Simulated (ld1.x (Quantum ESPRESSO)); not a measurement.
# iron (Fe), TM: configuration errors across variants

iron (Fe), norm-conserving Troullier–Martins (Kleinman–Bylander form), made with ld1.x (Quantum ESPRESSO) 7.5 (PBEsol, scalar-relativistic). Core [Ne] 3s2, reference 3p6 3d6 4s2 4p0. Waves: 3p (bound): rc 0.90 bohr; 3d (bound): rc 1.80 bohr; 4s (bound): rc 2.05 bohr. Local part: the s channel. Core correction: none.

All-electron excitation energies from the reference (eV): (1) 3p6 3d6 4s1 4p0 8.745; (2) 3p6 3d6 4s0 4p0 24.861; (3) 3p6 3d5 4s0 4p0 59.048; (4) 3p6 3d5 4s2 4p0 14.234; (5) 3p6 3d7 4s0 4p0 6.593; (6) 3p6 3d4 4s0 4p0 112.098; (7) 3p6 3d6 4s0 4p1 13.821.

Errors AE − PS in meV (a dash: test not solved or not reliable):

```tsv
change	(1)	(2)	(3)	(4)	(5)	(6)	(7)	bound ghosts
base	-3.7	-23	-151	-124	-194	-385	-1133	none
all radii scaled by about 0.75 (s 1.54, p 0.68, d 1.36 bohr)	+0.8	-3.9	-241	+39	-174	-1042	-921	none
all radii scaled by about 0.89 (s 1.82, p 0.80, d 1.60 bohr)	-3.4	-22	-200	-142	-222	-751	-1099	none
all radii scaled by about 0.95 (s 1.94, p 0.86, d 1.70 bohr)	-3.9	-24	-170	-141	-212	-539	-1128	none
all radii scaled by about 1.27 (s 2.60, p 1.14, d 2.28 bohr)	+0.2	-16	-131	+90	+9.1	+350	-1141	none
all radii scaled by about 1.36 (s 2.78, p 1.22, d 2.44 bohr)	+1.3	-25	-126	+199	+112	+705	-1157	none
```

**Question.** Give the same row for: all radii scaled by about 1.16 (s 2.38, p 1.04, d 2.10 bohr).

**Answer.** -1.5, -15, -112, -12, -85, +114, -1130; bound ghosts: none.
